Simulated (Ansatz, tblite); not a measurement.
Spin states of B2Sb⁺ (the lowest singlet isomer of a short search), each relaxed with PBE-D4/def2-TZVP in Ansatz. Electronic energies in the gas phase.

In the def2 sets Sb takes a core potential; there is no spin–orbit coupling. The xTB rows come from tblite. HSE06 is defined as in plane-wave codes, on full-range PBE exchange. Correlated methods freeze 6 core orbitals; core or outer-core shells of Sb are correlated, in sets that lack core-valence functions. The structure comes from a short search, and lower isomers may exist.

Singlet geometry (C2v within 0.1 Å):

| atom | x (Å) | y (Å) | z (Å) |
| --- | --- | --- | --- |
| B1 | 0.756 | 0.117 | 0.677 |
| B2 | -0.380 | 0.944 | 0.091 |
| Sb3 | -0.376 | -1.061 | -0.769 |

Triplet geometry (Cs within 0.1 Å):

```xyz
3

B    -0.0602   -0.9087   -0.1742
B    -1.1383    0.2422    0.2030
Sb    1.1986    0.6665   -0.0288
```

Quintet geometry (C2v within 0.1 Å):

```csv
atom,x (Å),y (Å),z (Å)
B1,0.2917,-0.4012,1.0329
B2,-0.4049,1.0565,0.1809
Sb3,0.1132,-0.6553,-1.2138
```

⟨S²⟩: triplet 2.04 at PBE0-D4/def2-TZVP (pure 2.00), quintet 6.01 at PBE0-D4/def2-TZVP (pure 6.00).

Run but left out: HF/def2-TZVP, HF/def2-TZVPP, r2SCAN-D4/def2-TZVP (singlet: restricted singlet, unstable towards broken spin symmetry); MP2/def2-TZVP, MP2/def2-TZVPP, CCSD/def2-TZVPP, CCSD(T)/def2-TZVPP (triplet: ⟨S²⟩ 2.78, where a pure state has 2.00).

Only these spin states were relaxed.

```tsv
level	triplet − singlet (kcal/mol)	quintet − singlet (kcal/mol)	lowest of these
GFN1-xTB	33.0	77.2	singlet
GFN2-xTB	39.0	87.3	singlet
PBE-D4/def2-TZVP	18.5	47.3	singlet
revPBE-D4/def2-TZVP	17.5	44.5	singlet
RPA@PBE/def2-TZVP	21.4	49.5	singlet
```

(1) Estimate the rows for PBE0-D4/def2-TZVP, HSE06-D4/def2-TZVP, CAM-B3LYP-D4/def2-TZVP, ωB97M-V/def2-TZVP.

Results:

(1) 
```json
{"level": "PBE0-D4/def2-TZVP", "triplet − singlet (kcal/mol)": "15.0", "quintet − singlet (kcal/mol)": "40.2", "lowest of these": "singlet"}
{"level": "HSE06-D4/def2-TZVP", "triplet − singlet (kcal/mol)": "15.1", "quintet − singlet (kcal/mol)": "40.2", "lowest of these": "singlet"}
{"level": "CAM-B3LYP-D4/def2-TZVP", "triplet − singlet (kcal/mol)": "14.7", "quintet − singlet (kcal/mol)": "41.3", "lowest of these": "singlet"}
{"level": "ωB97M-V/def2-TZVP", "triplet − singlet (kcal/mol)": "19.0", "quintet − singlet (kcal/mol)": "46.2", "lowest of these": "singlet"}
```

The xTB methods have no term that favours high spin, so they put low spin too low.
